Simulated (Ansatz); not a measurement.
Reaction (redistribution): `F[SiH2][AlH][GeH3]` + `C[SiH](O)F` → `O[SiH](F)[SiH2]F` + `[CH3][AlH][GeH3]`

Gas-phase electronic energies from Ansatz, PBE0-D4/def2-TZVP geometries. CCSD(T)/CBS is the MP2 limit (def2-TZVPP, def2-QZVPP) plus CCSD(T) − MP2 in def2-TZVPP, frozen cores. Functionals use def2-TZVPP. B3LYP here is the variant with VWN-RPA as its local correlation; programs differ in this. For Ge outer-core shells are correlated without core-valence functions, which leaves a few kJ/mol of doubt a bond. Scalar relativity is left out up to krypton. Each species was taken in one conformer, which may not be the lowest.

`F[SiH2][AlH][GeH3]`:

```xyz
10

F    -0.949   -1.967   -2.731
Si   -1.191   -0.970   -1.486
Al    0.901   -0.355   -0.336
Ge    0.756    1.145    1.636
H    -1.894    0.233   -2.019
H    -2.144   -1.648   -0.560
H     2.317   -0.894   -0.813
H    -0.660    1.706    1.869
H     1.708    2.352    1.514
H     1.156    0.398    2.926
```

`C[SiH](O)F`:

Z-matrix (Å, degrees):
```
C
Si 1 1.851
H 1 1.093 2 110.5
H 1 1.093 2 110.6 3 -119.8
H 1 1.093 2 111.4 3 119.7
O 2 1.634 1 113.2 3 179.7
F 2 1.601 1 107.2 3 -59.2
H 2 1.477 1 113.7 3 59.6
H 6 0.958 2 119.0 1 51.4
```

`O[SiH](F)[SiH2]F`:

```xyz
9

O     0.159    1.945   -0.509
Si    0.331    0.380   -0.944
F    -0.706   -0.006   -2.101
Si   -0.111   -1.005    0.912
F    -1.246   -0.248    1.771
H    -0.579    2.184    0.056
H     1.690    0.257   -1.517
H    -0.625   -2.351    0.552
H     1.087   -1.156    1.780
```

`[CH3][AlH][GeH3]`:

Cartesian coordinates in Å:
```
C -0.934 1.036 1.351
Al -0.399 -0.636 0.500
Ge 1.072 -0.621 -1.499
H -1.509 1.652 0.651
H -1.542 0.887 2.246
H -0.057 1.630 1.628
H -0.896 -2.042 1.059
H 2.376 -1.413 -1.264
H 1.496 0.791 -1.954
H 0.393 -1.284 -2.717
```

Is it downhill or uphill in electronic energy at CCSD(T)/CBS, and by how much? (Estimate.)

The calculation gave: Uphill: ΔE = +26.6 kJ/mol.

What do these levels give: PBE-D4, B3LYP-D4, ωB97X-V, ωB97M-V, B2PLYP, r2SCAN, B3LYP, HF/def2-TZVPP, MP2/def2-TZVPP, MP2/def2-QZVPP, SCS-MP2/def2-QZVPP, CCSD/CBS(def2)? (Estimate.)

The calculation gave: PBE-D4 23.5, B3LYP-D4 22.8, ωB97X-V 24.4, ωB97M-V 24.0, B2PLYP 24.5, r2SCAN 25.1, B3LYP 23.9, HF/def2-TZVPP 30.7, MP2/def2-TZVPP 25.4, MP2/def2-QZVPP 24.6, SCS-MP2/def2-QZVPP 24.8, CCSD/CBS(def2) 27.5 kJ/mol.

Largest T1 diagnostic among the species: 0.012.

From PBE to PBE0 (25 % exact exchange), in def2-TZVPP and without D4, ΔE moves by +3.2 kJ/mol.
